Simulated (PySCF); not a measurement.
The complex [Ru(OH)6]- (charge -1) contains Ru(V), shell d3. The structure is a model geometry with rigid ligands and bond lengths from ionic radii, not a minimum; coordination octahedral, point group S6, metal–donor distances 1.90 Å.

The d shell alone is too small an active space for [Ru(OH)6]- (an active orbital has only 0.54 squared overlap with the free ion's shell): its levels, fitted parameters, g values and moments show what this model gives and aren't sound predictions.

Method (PySCF 2.14, density fitting): CASSCF(3,5) with orbitals averaged over all microstates of the shell, strongly contracted NEVPT2 on the averaged canonical orbitals; basis x2c-TZVPall on the metal, x2c-SVPall elsewhere; spin-free X2C; IEF-PCM water; spin-orbit coupling by state interaction with the mean-field operator over all roots.

CASSCF energies above the lowest CASSCF root:

```tsv
state	CASSCF / cm⁻¹
4Ag (from 4A2g)	0
2Eg	12851
2Eg (from 2T1g)	14456
2Ag (from 2T1g)	14947
2Ag (from 2T2g)	21793
2Eg (from 2T2g)	22493
4Eg (from 4T2g)	39985
4Ag (from 4T2g)	40427
4Ag (from 4T1g)	47884
4Eg (from 4T1g)	48251
2Ag (from 2A1g)	50808
2Eg (from 2T2g)	51338
2Ag	51632
2Ag	52581
2Eg (from 2T1g)	52742
2Eg	55003
2Ag (from 2T1g)	57404
2Eg (from 2T1g)	57636
2Eg (from 2T2g)	61258
2Ag (from 2T2g)	61431
2Ag (from 2A2g)	65454
2Eg	74636
```

Q: How does dynamic correlation (SC-NEVPT2) move these states?

A: 
```csv
state,NEVPT2 / cm⁻¹,shift / cm⁻¹
4Ag (from 4A2g),0,0
2Eg,11291,-1560
2Eg (from 2T1g),11574,-2882
2Ag (from 2T1g),12022,-2925
2Ag (from 2T2g),17733,-4061
2Eg (from 2T2g),18450,-4043
4Eg (from 4T2g),41001,+1016
4Ag (from 4T2g),41399,+973
4Ag (from 4T1g),45680,-2204
4Eg (from 4T1g),45944,-2307
2Ag (from 2A1g),50120,-688
2Eg (from 2T2g),50364,-974
2Ag,50737,-894
2Ag,51236,-1345
2Eg (from 2T1g),51390,-1352
2Eg,52985,-2018
2Ag (from 2T1g),53991,-3413
2Eg (from 2T1g),54071,-3566
2Eg (from 2T2g),56333,-4925
2Ag (from 2T2g),56482,-4949
2Ag (from 2A2g),58174,-7281
2Eg,65701,-8935
```

These are spin-free levels; spin-orbit coupling mixes and splits them, by more than some of the gaps here.

The geometry is a model, and the complex may not exist in this form. Charge-transfer states lie outside this active space and may come lower than some of these levels. NEVPT2 on the d shell alone tends to put d–d bands too high for such charged or covalently bound ions.
